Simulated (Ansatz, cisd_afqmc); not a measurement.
System: Ge, charge 0, triplet.

Total energies in aug-cc-pVTZ-DK, 4 correlated electrons, 14 frozen orbitals. Radicals and triplets start from unrestricted determinants; spin-orbit coupling is neglected. The -DK rows use spin-free X2C. The Monte Carlo rows (phaseless AFQMC, CISD trial, step 0.005/hartree) carry one-sigma bars that omit the constraint's bias. Outlying blocks are dropped, and bars are widened where a walk drifts. Over all cases where full CI ran beside it in this data, AFQMC minus full CI had a median of +0.1 mEh and passed +0.4 mEh in a tenth of the cases.

| method | program | energy (Eh) | minus CCSDTQ (mEh) |
|---|---|---|---|
| HF | Ansatz | -2097.06478 | 67.24 |
| MP2 | Ansatz | -2097.11509 | 16.92 |
| CCSD | Ansatz | -2097.12957 | 2.45 |
| CCSD(T) | Ansatz | -2097.13145 | 0.57 |
| CCSDT(Q) | Ansatz | -2097.13201 | 0.01 |
| CCSDTQ | Ansatz | -2097.13202 | 0.00 |
| AFQMC/CISD | cisd_afqmc | -2097.1319 ± 0.0001 | 0.2 ± 0.1 |

Ansatz is an electronic-structure program.
